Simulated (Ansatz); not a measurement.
A nudged elastic band was laid between two geometries of ClF3Ge + FH (7 atoms, charge 0, multiplicity 1).

Theory: RKS r2SCAN/def2-SVP (Ansatz).

```
movable images  : 7
climbing image  : yes
spring          : 5.0 eV/Å²
optimiser       : quadratic models (default)
start path      : through a guess of the saddle point
force threshold : 0.03 eV/Å
iteration limit : 60
end points      : relaxed
```

Initial state:

```xyz
7
Properties=species:S:1:pos:R:3
Ge 0.162 0.000 0.063
Cl 0.371 0.000 2.180
F 1.756 0.000 -0.563
F -0.541 1.421 -0.567
F -0.541 -1.421 -0.567
F -2.293 0.000 0.901
H -2.198 0.000 1.826
```

Final state:

```xyz
7
Properties=species:S:1:pos:R:3
Ge -0.370 0.000 -0.559
Cl -0.136 0.000 3.382
F 1.144 0.000 0.207
F -0.524 1.395 -1.518
F -0.524 -1.395 -1.518
F -1.646 0.000 0.582
H -1.227 0.000 2.697
```

Q: Which bonds break or form, and what moves?

A: Bonds broken: Ge1–Cl2, F6–H7. Bonds formed: Ge1–F6, Cl2–H7. ClF3Ge + FH becomes ClH + F4Ge.

Q: What energy profile does the band end with?

A: The forces met the threshold. The highest image is number 4 of 0 to 8, 0.86 eV above the first end and 0.66 eV above the last; the last end lies 0.19 eV above the first. A vibrational analysis at the climbing image gives one clearly imaginary mode, 425i cm⁻¹, and a faint second one (34i cm⁻¹) that may be numerical noise or a soft torsion: probably a first-order saddle point. The orbitals stay closed-shell, which can raise the energy where a bond breaks towards radicals; this wasn't checked here.

```
image  path coordinate (Å)  energy (eV)  Ge1–Cl2 (Å)  F6–H7 (Å)  Ge1–F6 (Å)
    0                 0.00         0.00         2.13       0.93        2.59
    1                 0.35         0.04         2.15       0.94        2.43
    2                 0.70         0.20         2.20       0.96        2.23
    3                 1.05         0.56         2.32       1.05        2.03
    4                 1.41         0.86         2.48       1.33        1.87
    5                 1.85         0.67         2.78       1.69        1.76
    6                 2.29         0.44         3.15       1.87        1.73
    7                 2.74         0.25         3.53       2.00        1.72
    8                 3.18         0.19         3.95       2.16        1.71
```

Q: What is the geometry of the highest image?

A: 
```xyz
7
Properties=species:S:1:pos:R:3
Ge -0.273 0.000 -0.047
Cl 0.049 0.000 2.413
F 1.446 0.000 -0.134
F -0.627 1.459 -0.864
F -0.627 -1.459 -0.864
F -1.938 0.000 0.799
H -1.312 0.000 1.972
```

Run time: 3.4 min on 4 threads of Arm Neoverse V1 (shared host), peak memory 0.2 GiB.
